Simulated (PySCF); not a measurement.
Tc²⁺ (technetium, charge +2) across methods

[Kr] 4d5, high-spin 6S determinant. Computed with PySCF 2.14 in def2-TZVPPD with the def2 core potential (28 electrons), with scalar relativity through the core potential. The B2PLYP total includes its PT2 part (frozen core); its orbital energies are those of the SCF part.

```
method  E (hartree)  mean ε 4p α (eV)  mean ε 4p β (eV)  mean ε 4d α (eV)  Σ⟨r²⟩ (bohr²)   ⟨S²⟩
  PBE0     -79.8812           -67.954           -62.716           -25.514          27.43  8.750
   LDA     -79.6678           -64.118           -60.482           -23.863          27.82  8.750
   UHF    -79.38398           -78.592           -68.232           -30.023          27.16  8.751
   M06     -79.8452           -66.992           -62.639           -25.214          27.33  8.750
 TPSSh     -79.8614           -65.969           -61.442           -24.383          27.47  8.750
r2SCAN     -79.9262           -65.895           -60.953           -24.108          27.33  8.750
B2PLYP     -79.7165           -71.883           -64.876           -27.035          27.33  8.750
 M06-L     -79.9272           -65.220           -60.578           -23.621          26.96  8.750
   PBE     -79.8832           -64.146           -60.421           -23.782          27.63  8.750
```

Energies and moments cover only the electrons outside the core potential.
